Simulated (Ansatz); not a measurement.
Ga2Se4⁻, relaxed as a doublet with UKS PBE-D4/def2-SVPD in Ansatz, starting from the GFN2-xTB geometry. Force threshold 0.02 eV/Å.

Another isomer (doublet) lies 1.18 eV lower at PBE0-D4/def2-SVP; other spin states weren't run for this one.

Start:

Cartesian coordinates in Å:
```
Ga 0.5716 -1.2529 2.9435
Ga -0.2712 -0.0324 0.0600
Se 1.1572 1.1411 1.4808
Se -1.0785 0.7265 -2.1427
Se -1.1338 -2.0713 0.8504
Se 0.7547 1.4890 -3.1919
```

**Question.** Estimate the energy that the relaxation releases and the steps that it takes.

**Answer.** 4.2 kcal/mol, in 12 steps; 46 s on 4 threads of Intel Xeon 6975P-C on a shared host. No frequencies were taken in this run, so the end may be a saddle point.

**Question.** Does the start keep its bonding and symmetry?

**Answer.** By distances, no bond broke or formed. The bond that changes most is Ga1–Se3, from 2.87 to 2.62 Å (atoms count from 1).

**Question.** Predict the relaxed structure.

**Answer.** 
```tsv
atom	x (Å)	y (Å)	z (Å)
Ga1	0.2537	-0.8959	2.9003
Ga2	-0.1554	-0.2231	-0.0309
Se3	1.4387	0.8076	1.3025
Se4	-1.0035	0.4653	-2.1899
Se5	-1.1361	-2.0662	1.0179
Se6	0.6026	1.9123	-3.0000
```
Bond lengths (bridged metal pairs left out): 5 × Ga–Se 2.32 to 2.62 Å; 1 × Se–Se 2.31 Å.
